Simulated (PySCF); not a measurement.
Br₂GeH₂.

```xyz
5

Ge     0.0000     0.0000    -0.8839
Br     1.8954     0.0000     0.4529
Br    -1.8954     0.0000     0.4529
H      0.0000    -1.2927    -1.7109
H      0.0000     1.2927    -1.7109
```

Coordinates come from a B3LYP-D3(BJ)/def2-SVP optimisation.

Calculation: PBE/pcSseg-1 (PySCF). Non-relativistic, no solvent.

Q: Give the absolute GIAO shielding of each atom: isotropic value and principal components (ppm). (The exact figures need the calculation; the answer reports its results.)

A: 
| atom | σ(iso) | σ11 | σ22 | σ33 | span |
|---|---|---|---|---|---|
| Ge1 | 1192.6 | 965.4 | 1283.6 | 1328.9 | 363.5 |
| Br2 | 2387.2 | 1964.8 | 2385.4 | 2811.5 | 846.6 |
| Br3 | 2387.2 | 1964.8 | 2385.4 | 2811.5 | 846.6 |
| H4 | 24.4 | 16.5 | 20.4 | 36.4 | 19.9 |
| H5 | 24.4 | 16.5 | 20.4 | 36.4 | 19.9 |
